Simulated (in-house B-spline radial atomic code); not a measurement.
Atomic self-consistent-field run: Ca2+. Computed with a B-spline radial code for spherical atoms: non-relativistic PBE0, spin-polarised, spherical fractional occupations, point nucleus, inside a hard spherical wall at 5.23 bohr.

Command:
```bash
python run_scf.py task.json out
```
Settings:
```
Z                20
configuration    [Ne] 3s1 3p6 3d1
hamiltonian      nr
method           pbe0
spin_polarised   True
wall_radius      5.23
```

Output (hartree, bohr):
```
 radial grid: 41 intervals, B-splines of order 8, outer radius 5.23 bohr

 iter        energy (Eh)    residual
    1        -669.945242    3.16e-01
    2        -673.655330    2.09e-01
    3        -674.860576    5.53e-02
    4        -674.966409    1.37e-02
    5        -674.971047    7.27e-03
    6        -674.973213    4.87e-04
    7        -674.973219    6.13e-05
    8        -674.973219    2.49e-06
    9        -674.973219    3.02e-07
   10        -674.973219    1.47e-08

 total energy                      -674.97322
 kinetic                             674.3596
 electron-nucleus                  -1586.4642
 Hartree                             272.3752
 exact exchange                       -8.5890
 exchange-correlation                -26.6549

 orbital      occ     eigenvalue          <r>       <r^2>       <1/r>       r_max
 1s up      1.000      -146.3965    0.0773471  0.00803289     19.5386     0.05081
 1s down    1.000      -146.3768    0.0773522  0.00803385     19.5373     0.05081
 2s up      1.000       -16.2654       0.3657    0.158258     4.01853      0.3016
 2s down    1.000       -16.2297     0.365752    0.158259     4.01671      0.3018
 2p up      3.000       -13.3733     0.327884    0.132863     3.94044      0.2474
 2p down    3.000       -13.3479     0.327597    0.132548     3.94232      0.2473
 3s up      1.000        -2.5445      1.14486     1.50664     1.21466      0.9921
 3p up      3.000        -1.7979      1.23623     1.78784     1.09877       1.038
 3p down    3.000        -1.6771      1.25159     1.83758     1.08668       1.043
 3d up      1.000        -0.6376      1.61828     3.21327    0.792811       1.181
```

Run time, properties included: 0.11 s on 1 thread of Arm Neoverse V1 (shared host).

Caution: exact exchange at fractional occupations of open shells leaves self-interaction of up to several eV.
